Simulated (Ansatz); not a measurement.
Gas-phase reaction R1 → P1 + P2, each structure at its B3LYP-D3(BJ)/def2-TZVP stationary point, reached from a drawn start (curvature not checked).
R1, Cl3NbO (SMILES [O]=[Nb]([Cl])([Cl])[Cl]) (charge 0, multiplicity 1):
```xyz
5

Nb     0.049     0.049     0.049
O      1.030     1.014     1.029
Cl     1.414    -1.254    -1.248
Cl    -1.235     1.433    -1.245
Cl    -1.258    -1.242     1.415
```
P1, Cl2NbO (SMILES [O]=[Nb]([Cl])[Cl]) (charge 0, multiplicity 2):
```xyz
4

Nb     0.0721    -0.0003    -0.0039
O      1.7644    -0.0078    -0.0220
Cl    -0.9091     2.0914     0.0061
Cl    -0.9274    -2.0833     0.0198
```
P2: Cl atom, charge 0, multiplicity 2.

P less R. No zero-point or thermal terms; singlets are restricted closed shells; open shells are unrestricted; no spin–orbit coupling. The spin states of the d-block species are the ones drawn and need not be the lowest.

Frozen-core correlation throughout.

Programs: Ansatz (Gaussian orbitals). No computed number here is a measurement. Elements past Kr take the def2 small-core potentials, without spin–orbit coupling.

PBE/def2-TZVPP gives 462.0 kJ/mol for the reaction energy.

Problem. Where do these levels fall relative to PBE: r2SCAN/def2-TZVPP, B3LYP/def2-TZVPP, wB97M-V/def2-TZVPP, B2PLYP/def2-TZVPP, MP2/def2-QZVPP, CCSD(T)/def2-QZVPP.

Solution. r2SCAN/def2-TZVPP -4.8; B3LYP/def2-TZVPP -38.5; wB97M-V/def2-TZVPP -24.6; B2PLYP/def2-TZVPP -25.6; MP2/def2-QZVPP 16.0; CCSD(T)/def2-QZVPP -31.0 kJ/mol. 1 of 6 lie above PBE; the widest gap is to B3LYP/def2-TZVPP.

Ansatz is a first-principles code.
